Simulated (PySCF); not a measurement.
These are B3LYP-D3(BJ)/def2-TZVP in PySCF values and carry that method's errors. All species are isolated molecules in the gas phase. B3LYP has the VWN-RPA correlation part, as in Gaussian. 

Reference species (SMILES): `[F][Ge]([F])([F])[F]` (neutral, multiplicity 1).

The dipole moment is 0.00 D.

Changed species: `[F][GeH2][F]` (whole molecule; the reference has whole molecule).

Problem. What does the change do to the dipole moment?

Solution. the dipole moment increases by 2.66 D, to 2.66 D.
